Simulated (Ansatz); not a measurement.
The same atomization along the group O, S, Se.

Computed with Ansatz on PBE0-D4/def2-TZVP structures; ΔE is electronic, products minus reactants. CBS: MP2 limit from def2 TZ/QZ plus the TZ coupled-cluster correction, frozen cores. This one scheme is used for every species, atoms too. For atomizations the MP2-based limit and the directly extrapolated one differ by several kJ/mol either way, and by 10 to 25 for some Ge, Se and Sn compounds, so smaller differences from it don't rank the levels. Open shells (•) are unrestricted, without spin–orbit coupling. Spin–orbit coupling would lower the free atoms: a little for Cl, F, O, S; clearly for Ge, Se. Bonds to Ge, Se are less sure, by a few kJ/mol each and by 10 to 20 or more in all where they break to atoms, as the def2 sets lack core-valence functions. Scalar relativity is left out up to krypton. One conformer a species, not always the lowest.

Task: Order these by ΔE at CCSD(T)/CBS, lowest first. (Estimate.)
A. `[OH][Ge]([F])([F])[Cl]` → Cl• + 2 F• + Ge• + H• + O•
B. `[F][Ge]([F])([SH])[Cl]` → Cl• + 2 F• + Ge• + H• + S•
C. `[F][Ge]([F])([Cl])[SeH]` → Cl• + 2 F• + Ge• + H• + Se•

Result: C (+457.2 kcal/mol), B (+472.2 kcal/mol), A (+519.6 kcal/mol).

Largest T1 diagnostic: 0.012, for `[F][Ge]([F])([SH])[Cl]`.
